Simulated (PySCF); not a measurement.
# MN15 on N²⁺ (nitrogen, charge +2)

Configuration: [He] 2s2 2p1, 2P determinant. All numbers are calculated (PySCF 2.14, scalar relativity by spin-free X2C-1e, in cc-pVTZ-DK (4s3p2d1f, 30 functions)).

| Quantity | Value |
| --- | --- |
| Total energy | -52.9568 hartree |
| One-electron energy | -65.5459 hartree |
| Hartree (Coulomb) energy | 18.3981 hartree |
| Exchange-correlation energy | -5.8090 hartree |
| ⟨S²⟩ | 0.7505 |
| ⟨L²⟩ | 2.003 |
| Sum of ⟨r⟩ | 3.927 bohr |
| Sum of ⟨r²⟩ | 4.971 bohr² |
| Traceless quadrupole moment −½Σ⟨3z² − r²⟩ along its main axis | -0.585 e·bohr² |
| Langevin diamagnetic susceptibility | -3.94 ×10⁻⁶ cm³/mol |
| Time after the integrals | 0.19 s of wall time on 1 thread of Neoverse-V2 (shared host) |

```json
{"shell": "1s α", "electrons": "1", "mean orbital energy (eV)": "-427.22", "rms radius, mean of both spins (bohr)": "0.268"}
{"shell": "1s β", "electrons": "1", "mean orbital energy (eV)": "-426.58", "rms radius, mean of both spins (bohr)": "0.268"}
{"shell": "2s α", "electrons": "1", "mean orbital energy (eV)": "-52.711", "rms radius, mean of both spins (bohr)": "1.28"}
{"shell": "2s β", "electrons": "1", "mean orbital energy (eV)": "-50.663", "rms radius, mean of both spins (bohr)": "1.28"}
{"shell": "2p α", "electrons": "1", "mean orbital energy (eV)": "-41.751", "rms radius, mean of both spins (bohr)": "1.25"}
```
